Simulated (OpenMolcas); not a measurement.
## Multiconfigurational calculation on Tc⁴⁺

Input:

```
&GATEWAY
Coord
1

Tc 0.0 0.0 0.0
Basis=ANO-RCC-VDZP
Group=XYZ
NoMove
AngMom=0.0 0.0 0.0
AMFI
&SEWARD
&RASSCF
FileOrb=start.orb
Symmetry=1
Spin=4
nActEl=3 0 0
Inactive=9 9
Ras2=5 0
CIRoot=10 10 1
SDav=10
CIMx=300
Iter=120 100
PrWF=0.3
OrbListing=Nothing
MaxOrb=0
Atom
>>> COPY $Project.JobIph JOB001
&RASSCF
FileOrb=start.orb
Symmetry=1
Spin=2
nActEl=3 0 0
Inactive=9 9
Ras2=5 0
CIRoot=40 40 1
SDav=40
CIMx=300
Iter=120 100
PrWF=0.3
OrbListing=Nothing
MaxOrb=0
Atom
>>> COPY $Project.JobIph JOB002
&RASSI
NrOfJobIphs=2 10 40
1 2 3 4 5 6 7 8 9 10
1 2 3 4 5 6 7 8 9 10 11 12 13 14 15 16 17 18 19 20 21 22 23 24 25 26 27
28 29 30 31 32 33 34 35 36 37 38 39 40
IphNames
JOB001
JOB002
EJob
SpinOrbit
DIPRint=1.0
SOCoupling=1000.0
Subsets=2
MEES
Property=10
'ANGMOM' 1 'ANGMOM' 2 'ANGMOM' 3 'MLTPL  1' 1 'MLTPL  1' 2 'MLTPL  1' 3
'AMFI' 1 'AMFI' 2 'AMFI' 3 'MLTPL  2' 6
SOProperty=3
'ANGMOM' 1 'ANGMOM' 2 'ANGMOM' 3
```

Launched by
```bash
OMP_NUM_THREADS=1 MOLCAS_MEM=1689 MOLCAS_PROJECT=a pymolcas a.inp > a.log  # once for each step of the input, in one work folder
```

A driver script runs the steps one by one and writes start.orb anew before each from the orbitals found so far.

Output, cut to the results:

```
--- SEWARD ---
Basis set label: TC.ANO-RCC...6S5P3D1F.

      Electronic valence basis set:
      ------------------
      Associated Effective Charge  43.000000 au
      Associated Actual Charge     43.000000 au
      Nuclear Model: Point charge

      Shell  nPrim  nBasis  Cartesian Spherical Contaminant
         s      21       6        X
         p      18       5        X
         d      13       3                 X
         f       6       1                 X
                  Relativistic Douglas-Kroll-Hess integrals:
                    - DKH order of Hamiltonian: 2
                    - DKH order of Properties : 0
                  Atomic mean-field integrals
--- RASSCF ---
Wave function specifications:
      -----------------------------

      Number of closed shell electrons          36
      Number of electrons in active shells       3
      Max number of holes in RAS1 space          0
      Max nr of electrons in RAS3 space          0
      Number of inactive orbitals               18
      Number of active orbitals                  5
      Number of secondary orbitals              20
      Spin quantum number                      1.5
      State symmetry                             1
Orbital specifications:
      -----------------------

      Symmetry species                           1   2
                                                ag  au
      Frozen orbitals                            0   0
      Inactive orbitals                          9   9
      Active orbitals                            5   0
      RAS1 orbitals                              0   0
      RAS2 orbitals                              5   0
      RAS3 orbitals                              0   0
      Secondary orbitals                         7  13
      Deleted orbitals                           0   0
      Number of basis functions                 21  22
      Number of CSFs                            10
      Number of root(s) required                10
      Iter CI   SX   CI       RASSCF       Energy    max ROT     max BLB   max BLB  Level Ln srch  Step   QN
          iter iter root      energy       change     param      element    value   shift minimum  type update
 Nr of preliminary CI iterations:   1
      Total energies have been shifted. Add                -4000.00 au
        1   1    6    0  -278.88177522    0.00E+00   2.20E-01*   7  13 2 -3.09E-01*  0.00   0.00    SX    NO
        2   1    5    0  -279.13437268   -2.53E-01*  1.56E-02    9  15 2  9.04E-02*  0.00   0.00    SX    NO
        3   1    5    0  -279.13899218   -4.62E-03*  9.07E-03    7  13 2 -1.07E-02*  0.00   0.00    SX    NO
        4   1    4    0  -279.13926433   -2.72E-04*  2.69E-03    9  15 2  4.47E-03*  0.00   0.00    SX    NO
        5   1    4    0  -279.13928976   -2.54E-05*  6.58E-04    8  14 2 -1.28E-03*  0.00   0.76    QN   YES
        6   1    3    0  -279.13929251   -2.76E-06*  4.00E-06    6  12 1  7.56E-06   0.00   1.00    QN   YES
        7   1    2    0  -279.13929251   -1.02E-10   1.50E-07    9  15 2  6.32E-07   0.00   1.04    QN   YES
      Convergence after  7 iterations
        8   1    2    0  -279.13929251   -9.09E-13   1.50E-07    9  15 1 -4.26E-08   0.00   1.04    QN   YES
      Natural orbitals and occupation numbers for root  1
      sym 1:   1.000000   0.948338   0.051662   0.948338   0.051662
      Natural orbitals and occupation numbers for root  2
      sym 1:   1.000000   0.110865   0.889135   0.889135   0.110865
      Natural orbitals and occupation numbers for root  3
      sym 1:   1.000000   0.234797   0.765203   0.765203   0.234797
::    RASSCF root number  1 Total energy:  -4279.15791443
::    RASSCF root number  2 Total energy:  -4279.15791443
::    RASSCF root number  3 Total energy:  -4279.15791443
::    RASSCF root number  4 Total energy:  -4279.15791443
::    RASSCF root number  5 Total energy:  -4279.15791443
::    RASSCF root number  6 Total energy:  -4279.15791443
::    RASSCF root number  7 Total energy:  -4279.15791443
::    RASSCF root number  8 Total energy:  -4279.09584138
::    RASSCF root number  9 Total energy:  -4279.09584138
::    RASSCF root number 10 Total energy:  -4279.09584138
--- RASSCF ---
Wave function specifications:
      -----------------------------

      Number of closed shell electrons          36
      Number of electrons in active shells       3
      Max number of holes in RAS1 space          0
      Max nr of electrons in RAS3 space          0
...
--- RASSI ---
SPIN-FREE ENERGIES:
  (Shifted by EMIN (a.u.) =      -4279.1579144266)

 SF State       Relative EMIN(au)   Rel lowest level(eV)    D:o, cm**(-1)      L_eff

     1             0.0000000000        0.0000000000              0.0000         3.0
     2             0.0000000000        0.0000000000              0.0000         3.0
     3             0.0000000000        0.0000000000              0.0000         3.0
     4             0.0000000000        0.0000000000              0.0000         3.0
     5             0.0000000000        0.0000000000              0.0000         3.0
     6             0.0000000000        0.0000000000              0.0000         3.0
     7             0.0000000000        0.0000000000              0.0000         3.0
     8             0.0620730425        1.6890935342          13623.4581         1.0
     9             0.0620730425        1.6890935342          13623.4581         1.0
    10             0.0620730425        1.6890935342          13623.4581         1.0
    11             0.0668865671        1.8200762113          14679.9047         4.0
    12             0.0668865671        1.8200762113          14679.9047         4.0
    13             0.0668865671        1.8200762113          14679.9047         4.0
    14             0.0668865671        1.8200762113          14679.9047         4.0
    15             0.0668865671        1.8200762113          14679.9047         4.0
    16             0.0668865671        1.8200762113          14679.9047         4.0
    17             0.0668865671        1.8200762113          14679.9047         4.0
    18             0.0668865671        1.8200762113          14679.9047         4.0
    19             0.0668865671        1.8200762113          14679.9047         4.0
    20             0.0874437978        2.3794669575          19191.6953         4.5
    21             0.0874437978        2.3794669575          19191.6953         4.8
...
```

Levels above the lowest, from the spin-orbit matrix, grouped by J:

```
Configuration   Term     J  E (eV)  Term weight %  Second
          4d3     4F   3/2  0.0000             99        
          4d3     4F   5/2  0.1287            100        
          4d3     4F   7/2  0.2914            100        
          4d3     4F   9/2  0.4763             98        
          4d3     4P   1/2  1.8387             95    5 2P
          4d3     4P   3/2  1.8454             88   10 2P
          4d3     2G   7/2  2.0194             99        
          4d3     4P   5/2  2.0408             99        
          4d3     2G   9/2  2.1278             81   17 2H
          4d3  2D(1)   3/2  2.5688             46   43 2P
          4d3     2P   1/2  2.6276             95    5 4P
          4d3     2H   9/2  2.6984             83   17 2G
          4d3     2H  11/2  2.7464            100        
          4d3  2D(1)   5/2  3.0021             99        
          4d3  2D(1)   3/2  3.0664             51   46 2P
          4d3     2F   7/2  4.3328            100        
          4d3     2F   5/2  4.3871             99        
          4d3  2D(2)   5/2  6.7204             99        
          4d3  2D(2)   3/2  6.7830            100
```

Without dynamic correlation excited terms often stand tens of per cent too high (terms of higher spin than the ground term too low), and those without a measured partner can miss by more than the paired ones. The basis is small and was not contracted for so high a charge. Levels of configurations outside the active space are missing.

The RASSCF and RASSI steps took 7.7 s on 1 thread of Intel(R) Xeon(R) 6975P-C (Granite Rapids), with other jobs on the host; the integral step is not counted.

The term weight is that of the spin-free term in the level, not the purity of its configuration. A number in round brackets counts repeated terms of one configuration in the order of the reference energies.
